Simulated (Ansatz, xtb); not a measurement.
**Relative energy of two isomers of C6H5NOS**

Structure I: `O=Cc1ncccc1S`, a singlet. Structure II: `O=Cc1cc(S)ccn1`, a singlet. Both are isolated molecules in the gas phase, relaxed with B3LYP-D3(BJ)/def2-SVP; the shapes shown needn't be the lowest conformers.

I (Å):

```xyz
14

C    -0.9884   -3.4119   -0.1094
C    -0.7067   -2.0340    0.3580
C    -1.3997   -0.4355    1.8726
C    -0.4232    0.4725    1.4271
C     0.4331    0.0898    0.4064
C     0.3116   -1.1938   -0.1638
N    -1.5290   -1.6437    1.3503
O    -0.4051   -4.0180   -0.9894
S     1.4259   -1.6233   -1.4558
H    -1.8346   -3.8732    0.4511
H    -2.0908   -0.1621    2.6773
H    -0.3427    1.4632    1.8800
H     1.2032    0.7715    0.0368
H     0.9084   -2.8726   -1.6299
```

II (Å):

```yaml
atoms:
  - { symbol: C, position_ang: [0.2730, -3.7032, 0.9652] }
  - { symbol: C, position_ang: [0.0092, -2.3285, 0.4401] }
  - { symbol: C, position_ang: [-0.7667, -1.4378, 1.1892] }
  - { symbol: C, position_ang: [-0.9980, -0.1570, 0.6743] }
  - { symbol: C, position_ang: [-0.4305, 0.1539, -0.5736] }
  - { symbol: C, position_ang: [0.3279, -0.8156, -1.2339] }
  - { symbol: N, position_ang: [0.5516, -2.0369, -0.7485] }
  - { symbol: O, position_ang: [-0.1463, -4.1162, 2.0201] }
  - { symbol: S, position_ang: [-1.9556, 1.0768, 1.5014] }
  - { symbol: H, position_ang: [0.9038, -4.3203, 0.2791] }
  - { symbol: H, position_ang: [-1.1649, -1.7718, 2.1492] }
  - { symbol: H, position_ang: [-2.2578, 0.3326, 2.5887] }
  - { symbol: H, position_ang: [-0.5760, 1.1371, -1.0266] }
  - { symbol: H, position_ang: [0.7741, -0.5821, -2.2071] }
```

Estimate which is lower in electronic energy at CCSD(T)/def2-SVP + ΔMP2/def2-TZVPP, and by roughly how much.

CCSD(T)/def2-SVP + ΔMP2/def2-TZVPP gives E(II) − E(I) = −0.42 kcal/mol, slightly favouring structure II, which is too small a margin to settle the true order.

The same difference at several levels:

```tsv
level	geometry	E(II) − E(I) (kcal/mol)	departure from the last row (kcal/mol)	job, with rough time for the two
GFN2-xTB	GFN2-xTB	+3.03	+3.45	optimisation, 0.17 s
HF/STO-3G	GFN2-xTB	−3.04	−2.62	single point, 0.66 s
r2SCAN-D4/def2-SVP	GFN2-xTB	+2.48	+2.90	single point, 5.1 s
B3LYP-D3(BJ)/def2-SVP	B3LYP-D3(BJ)/def2-SVP	+1.95	+2.37	optimisation, 46 s
HF/def2-SVP	B3LYP-D3(BJ)/def2-SVP	−3.71	−3.28	part of the CCSD(T) run
MP2/def2-SVP	B3LYP-D3(BJ)/def2-SVP	+0.31	+0.73	part of the CCSD(T) run
CCSD(T)/def2-SVP	B3LYP-D3(BJ)/def2-SVP	−0.48	−0.06	single point
CCSD(T)/def2-SVP + ΔMP2/def2-TZVPP	B3LYP-D3(BJ)/def2-SVP	−0.42		single point, 87 s
```

As drawn, both hold the same kinds of bond in the same numbers.

The largest departure from CCSD(T)/def2-SVP + ΔMP2/def2-TZVPP is that of GFN2-xTB, 3.45 kcal/mol. The last row adds to CCSD(T) the change of the MP2 difference between the two basis sets, here +0.06 kcal/mol.

With thermal terms from frequencies at re-optimised GFN2-xTB minima (ideal gas, soft modes damped towards free rotors, one conformer each, 298.15 K, 1 atm): on the last row, ΔE + ΔZPE = −0.76, ΔH = −0.45, ΔG = −1.33 kcal/mol.

The correlated steps freeze 13 core orbitals. Codes used: Ansatz 0.2.0, xtb 6.7.1; the last row on 2 threads of Intel(R) Xeon(R) 6975P-C (Granite Rapids) on a shared host.
